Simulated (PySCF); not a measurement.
Ta(O)(F)2(OMe) (CH3F2O2Ta), SMILES C[O][Ta](=[O])([F])[F], multiplicity 1.

Geometry optimised at B3LYP-D3(BJ)/def2-SVP. The spin state was assumed, not searched. The structure was generated by enumeration; whether it is a known compound was not checked. The def2 effective core potentials stand for the cores of Ta; spin–orbit coupling is left out. The values are those of a single conformer.

Method: PySCF with PBE/def2-TZVP.

Symmetry labels are those of the subgroup Cs that the program uses (full group Cs).

Computed valence orbital energies around the gap with their symmetry:
| orbital | symmetry | energy (eV) |
|---|---|---|
| HOMO−7 | A" | -10.64 |
| HOMO−6 | A' | -10.39 |
| HOMO−5 | A" | -10.06 |
| HOMO−4 | A' | -8.70 |
| HOMO−3 | A' | -8.20 |
| HOMO−2 | A" | -8.15 |
| HOMO−1 | A" | -7.93 |
| HOMO | A' | -7.81 |
| LUMO | A' | -1.83 |
| LUMO+1 | A" | -1.76 |
| LUMO+2 | A' | -1.23 |
| LUMO+3 | A' | -0.88 |
